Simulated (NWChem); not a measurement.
Lowest excitation of germylsilane (H₆GeSi)

SMILES: [SiH3][GeH3]
```xyz
8

Si     0.0617     1.6043     0.0000
Ge    -0.0299    -0.7770     0.0000
H      0.7827     2.0914     1.2154
H      0.7827     2.0914    -1.2154
H     -1.3209     2.1722     0.0000
H     -0.7716    -1.2892     1.2495
H     -0.7716    -1.2892    -1.2495
H      1.3910    -1.3725     0.0000
```
Charge 0, spin multiplicity 1.

Everything below was run with NWChem. The geometry was optimised at PBE0/def2-SVP, a minimum by its harmonic frequencies.

Basis set: def2-SVP. CR-EOMCCSD(T) is the triples correction to the same EOM-CCSD root.

| method | lowest vertical singlet excitation energy (eV) | difference from EOM-CCSD |
|---|---|---|
| CR-EOMCCSD(T) | 8.01 | -0.11 |
| TD-PBE | 7.41 | -0.71 |
| TD-B3LYP | 7.65 | -0.46 |
| CIS | 8.47 | +0.35 |
| EOM-CCSD | 8.12 | 0.00 |
| TDA-PBE0 | 7.76 | -0.36 |

The values span 1.07 eV, from TD-PBE (lowest) to CIS (highest). 

The Hamiltonian is non-relativistic. The correlated methods keep 14 core orbitals frozen. B3LYP has NWChem's definition, with VWN1-RPA local correlation. Differences from the coupled-cluster row are differences between methods, not errors against experiment.
